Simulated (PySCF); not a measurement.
Si(H)(Br)2(Et), SMILES CC[SiH](Br)Br (C2H6Br2Si) (PBE0/def2-SVP optimised geometry):

```
11

Si    -0.246    -1.428     0.000
Br    -0.981    -2.505     1.807
Br     1.983    -1.428     0.000
C     -0.883     0.329     0.000
C     -0.468     1.188     1.189
H     -0.689    -2.203    -1.188
H     -0.542     0.775    -0.952
H     -1.983     0.254    -0.073
H      0.627     1.280     1.254
H     -0.885     2.203     1.109
H     -0.822     0.756     2.138
```

Level of theory: PBE0/def2-TZVP (PySCF 2.14.0).

Q: What are the frontier orbital energies and the dipole moment?

A: HOMO-2 -8.68 eV, HOMO-1 -8.39 eV, HOMO -8.33 eV, LUMO -0.30 eV, LUMO+1 0.34 eV; dipole moment 2.12 D.

On the same geometry PBE/def2-TZVP (PySCF) gives HOMO-2 -7.37 eV, HOMO-1 -7.12 eV, HOMO -7.07 eV, LUMO -1.21 eV, LUMO+1 -0.55 eV; dipole moment 2.04 D.

Meta-Löwdin charges at PBE0/def2-TZVP: Si1 0.76, Br2 -0.26, Br3 -0.26, C4 -0.44, C5 -0.34, H6 -0.08, H7 0.13, H8 0.13, H9 0.12, H10 0.12, H11 0.12.
